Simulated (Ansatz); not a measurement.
Consider the ligand exchange at the Al–C bond: `C=[C]([AlH2])[GeH3]` + `N[SiH2]F` → `F[SiH2][NH][AlH2]` + `C=[CH][GeH3]`.

Calculated with Ansatz (gas phase, PBE0-D4/def2-TZVP geometries, no zero-point term in ΔE). CCSD(T)/CBS is the MP2 limit (def2-TZVPP, def2-QZVPP) plus CCSD(T) − MP2 in def2-TZVPP, frozen cores. DFT in def2-TZVPP. For Ge outer-core shells are correlated without core-valence functions, which leaves a few kJ/mol of doubt a bond. Scalar relativity is left out up to krypton. One conformer a species, not always the lowest.

```json
{"level": "r2SCAN-D4", "ΔE (kcal/mol)": "-22.2"}
{"level": "ωB97M-V", "ΔE (kcal/mol)": "-21.9"}
{"level": "B2PLYP", "ΔE (kcal/mol)": "-22.6"}
{"level": "r2SCAN", "ΔE (kcal/mol)": "-22.3"}
{"level": "PBE0", "ΔE (kcal/mol)": "-21.1"}
{"level": "CCSD/def2-TZVPP", "ΔE (kcal/mol)": "-22.7"}
{"level": "SCS-MP2/def2-QZVPP", "ΔE (kcal/mol)": "-22.5"}
{"level": "HF/CBS(def2)", "ΔE (kcal/mol)": "-23.7"}
```

What does CCSD(T)/CBS give? (Estimate.)

Computed: -22.0 kcal/mol. The listed levels differ from it by -0.2, 0.1, -0.6, -0.3, 0.9, -0.7, -0.5, -1.7 kcal/mol.

Largest T1 diagnostic among the species: 0.012.

In def2-TZVPP, CCSD(T) changes the Hartree–Fock value by +1.2 kcal/mol (the triples alone add +0.4 kcal/mol) and MP2 by +1.4 kcal/mol.
